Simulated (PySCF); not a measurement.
C2H7Si, SMILES [CH2][SiH2]C, multiplicity 2.

Geometry optimised at B3LYP-D3(BJ)/def2-SVP. The isomer is the one that the SMILES or the coordinates give; other isomers of the formula were not compared.

Method: PBE/def2-TZVPD in PySCF.

Isolated molecule, no solvent.

```yaml
total_energy: -369.62691 hartree
"α spin, highest occupied and lowest empty level": -5.50 and -0.29 eV
"β spin, highest occupied and lowest empty level": -7.67 and -3.43 eV
dipole_moment: 0.71 D
quadrupole, principal values (traceless, Buckingham form, about the centre of nuclear charge): -2.04, 0.00, 2.04 D·Å
mean_static_polarisability: 57.8 bohr³ (8.56 Å³)
polarisability_principal_values: 51.0, 57.2, 65.1 bohr³
"⟨S²⟩": 0.754 (pure state 0.75)
```
